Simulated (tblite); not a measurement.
F4Te, triplet, at a GFN2-xTB geometry (a higher spin typed on purpose: for a closed-shell molecule this is an excited state); GFN1-xTB (tblite 0.6.0).

Here is a job for tblite.
```
$ tblite run mol.xyz --method gfn1 --charge 0 --spin 2 --guess eeq --json tblite.json --no-restart

# file mol.xyz
5

Te    -0.01212984     0.00717280     0.04829380
F     -0.14724257     1.81387706     1.04877868
F      0.21441232    -1.52023906    -1.22691457
F     -0.48009114    -1.44291290     1.44888990
F      0.48300493     1.10783207    -1.54978487
```

Question: What does tblite print? Leave out banner, timings and long lists.

Answer: 
```
xTB calculator
 | screened Coulomb repulsion
 | Coulomb electrostatics
 |  * isotropic Klopman-Ohno-Mataga-Nishimoto electrostatics
 |  * onsite third-order electrostatics
 | DFT-D3(BJ) dispersion correction

halogen bonding energy    0.0000000000000E+00 Eh
repulsion energy          2.8115821174715E-03 Eh
dispersion energy        -1.0544654797062E-03 Eh
number of electrons       3.4000000000000E+01 e
integral cutoff           2.5289693214950E+01 bohr

------------------------------------------------------------
  cycle        total energy    energy error   density error
------------------------------------------------------------
      1     -24.22264600996  -2.4224403E+01   3.4255554E-01
      2     -24.22248827874   1.5773122E-04   2.2532953E-01
      3     -24.20072613570   2.1762143E-02   1.2510876E-01
      4     -24.22346579792  -2.2739662E-02   4.3114326E-03
      5     -24.22349402192  -2.8223995E-05   2.0918662E-03
      6     -24.22349882507  -4.8031568E-06   5.0062349E-04
      7     -24.22349891900  -9.3923415E-08   1.0296062E-04
      8     -24.22349893623  -1.7236353E-08   6.2814189E-07
------------------------------------------------------------

electronic energy        -2.4225256052871E+01 Eh
total energy             -2.4223498936234E+01 Eh

Post processing:
 | Mayer-Wiberg bond orders

[Info] JSON dump of results written to 'tblite.json'
```
